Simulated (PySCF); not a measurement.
## Diatomics of Pd with the chalcogens

r²SCAN with triple-zeta basis sets in PySCF, for the lowest determinant that a PBE0 search found; no spin–orbit coupling. De refers to high-spin ground-configuration atoms. A positive dipole means M(−)Pd(+).

| M | basis | state (unpaired electrons) | Re (Å) | ωe (cm⁻¹) | De (eV) | μ (D) |
| --- | --- | --- | --- | --- | --- | --- |
| O | def2-TZVPP | triplet (σ ↑, π ↑) | 1.801 | 652 | 3.16 | 3.87 |
| S | def2-TZVPP | triplet (π ↑↑) | 2.084 | 456 | 3.56 | 2.70 |
| Se | x2c-TZVPPall | triplet (π ↑↑) | 2.220 | 309 | 3.01 | 2.27 |

The shortest bond is that of PdO (1.801 Å), the longest that of PdSe (2.220 Å).

The rows differ in basis set, which adds steps of its own.

The state changes along the series, so neighbouring rows are not always alike in their bonding.

The metal atom is held in its measured ground configuration; semilocal functionals can put another filling of s and d lower by some tenths of an eV, and De to that atom would be smaller. These are scalar-relativistic numbers at best; spin–orbit coupling would shift them, the dissociation energy most. With d or f electrons several states lie close, and the lowest PBE0 determinant need not be the measured ground state.
